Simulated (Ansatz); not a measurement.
A run of Ansatz (development build ahead of 0.2.0) on singlet Li₂F₂ at this shape:

```xyz
4

F     0.7100    0.0000    2.8000
F    -0.7100    0.0000    2.8000
Li    1.3400    0.0000    0.0000
Li   -1.3400    0.0000    0.0000
```

Its results:

```yaml
Converged: yes
Total_energy: -213.34775 hartree
Spin_squared_of_the_determinant: 0.000
```

(1) Which input gives this output? Name the method, the orbitals and the basis set, and write the input.

Results:

(1) RHF in def2-SVP. An unrestricted run that stays on the closed shell gives the same numbers.

```yaml
crystal:
  periodic: [false, false, false]
  atoms:
    - { symbol: F, position_ang: [0.71, 0.0, 2.8] }
    - { symbol: F, position_ang: [-0.71, 0.0, 2.8] }
    - { symbol: Li, position_ang: [1.34, 0.0, 0.0] }
    - { symbol: Li, position_ang: [-1.34, 0.0, 0.0] }
basis:
  gaussian: { orbitals: def2-SVP }
hamiltonian:
  xc: hf
```

Caution: stretched shape with no unrestricted run beside it, a lower state can exist.
